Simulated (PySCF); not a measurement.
Dipole moment (D) of eight silicon and germanium compounds: PBE beside PBE0, computed with PySCF for isolated molecules in the bases named; differences from unrounded values. The eight are the first of their class met in an unordered collection, after screening for sound electronic states; none was chosen by its value, except that the dipole had to exceed 0.05 D. Each molecule has one DFT geometry for both levels.

```csv
molecule,basis,PBE0,PBE,difference
"CH5FOSi, SMILES C[Si@H](O)F",def2-TZVP,2.20,…,…
"CH3ClF2Si, SMILES C[Si](F)(F)Cl",def2-TZVP,2.42,…,…
"C₃H₈O₂Si, SMILES O1C[SiH](C1)CO",def2-TZVP,2.08,1.96,-0.13
"C₂H₄FNOSi, SMILES O[Si@@H]1C=N[C@@H]1F",def2-TZVP,1.59,1.37,-0.22
"C₃H₈O₂Si, SMILES C[C@@H](C=O)[SiH2]O",def2-TZVP,3.14,3.06,-0.08
"CH₇GeNSi₂, SMILES [SiH3][C]1=N[SiH2][GeH2]1",def2-TZVP,1.45,…,…
"CH₅ClFNSi, SMILES C[Si@@](N)(F)Cl",def2-TZVP,2.67,2.60,-0.07
"C3H9FOSi, SMILES F[SiH2]COCC",def2-TZVP,1.78,1.76,-0.03
```

Problem. Fill in the missing entries. (Estimate from the structure and the level; the computed values follow.)

Solution. 
- CH5FOSi, SMILES C[Si@H](O)F, PBE: 2.14
- CH5FOSi, SMILES C[Si@H](O)F, difference: -0.07
- CH3ClF2Si, SMILES C[Si](F)(F)Cl, PBE: 2.32
- CH3ClF2Si, SMILES C[Si](F)(F)Cl, difference: -0.09
- CH₇GeNSi₂, SMILES [SiH3][C]1=N[SiH2][GeH2]1, PBE: 1.30
- CH₇GeNSi₂, SMILES [SiH3][C]1=N[SiH2][GeH2]1, difference: -0.16

PBE lies below PBE0 in 8 and above it in 0 of the eight; the mean signed difference is -0.11 and the largest -0.22 D.
